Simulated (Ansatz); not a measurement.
Ansatz (a program for electronic structure) input for CH4N2S, SMILES NC(N)=S, CAM-B3LYP/def2-SVPD. Geometry optimised at B3LYP-D3(BJ)/def2-SVP. Other conformers were not sampled.

Ansatz 0.2 input:
```yaml
crystal:
  periodic: [false, false, false]
  atoms:
    - {symbol: N, position_ang: [-0.05077916, -1.14994975, 1.04857346]}
    - {symbol: C, position_ang: [-0.00000000, -0.00000000, 0.31508650]}
    - {symbol: N, position_ang: [0.05077916, 1.14994974, 1.04857348]}
    - {symbol: S, position_ang: [0.00000000, 0.00000001, -1.35255797]}
    - {symbol: H, position_ang: [0.26836788, -1.15989562, 2.01169763]}
    - {symbol: H, position_ang: [0.04850637, -2.00954372, 0.52349235]}
    - {symbol: H, position_ang: [-0.26836788, 1.15989559, 2.01169766]}
    - {symbol: H, position_ang: [-0.04850637, 2.00954370, 0.52349239]}
basis:
  gaussian:
    orbitals: def2-SVPD
hamiltonian:
  xc: {name: CAM-B3LYP}
```

It prints:

```
Functional definition: CAM-B3LYP
integrals: 0.06 GiB planned
1050 factors; their error is unknown
integrals: 0.09 GiB planned
402 factors; integrals over basis functions are off by at most 2.5e-5 eV
mean field: 0.55 GiB planned
mean field evaluation 1: about -14906.1115 eV, gradient 4.6e1 eV
mean field evaluation 2: about -14906.4299 eV, gradient 4.6e1 eV
mean field evaluation 4: about -14910.4316 eV, gradient 1.4e0 eV
mean field evaluation 8: about -14910.4362 eV, gradient 2.1e-2 eV
mean field evaluation 16: about -14910.4705 eV, gradient 3.4e-5 eV
mean field -14910.47052093 eV, -547.9496849641 hartree, gradient 1.6e-5 eV, S^2 0.000000; 0 other end points of the search recorded, 0 dependent functions left out
reference -14910.47063954 eV, -547.9496893229 hartree; 20, 20 occupied and 99, 99 virtual orbitals, 1050 factors
Total energy: -14910.47063954 eV, -547.9496893229 hartree
```

The run converged.

Cost: very roughly 5 core-seconds.
